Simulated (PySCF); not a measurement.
Br₂Hf, SMILES [Br][Hf][Br], multiplicity 1.

Geometry optimised at PBE0-D3(BJ)/def2-SVP. The multiplicity is an assumed one; other spin states were not compared. The def2 effective core potentials stand for the cores of Hf; spin–orbit coupling is left out.

The numbers are results of PySCF with PBE0-D3(BJ)/def2-SVP, not measurements.

Frequencies are harmonic and unscaled.

```
mode  ν (cm⁻¹)  IR (km/mol)  moving atoms (share of kinetic energy)
----  --------  -----------  --------------------------------------
1           23          0.7                        Br 55 %, Hf 45 %
2          227          0.8                                 Br 97 %
3          274         70.7                        Br 53 %, Hf 47 %
```
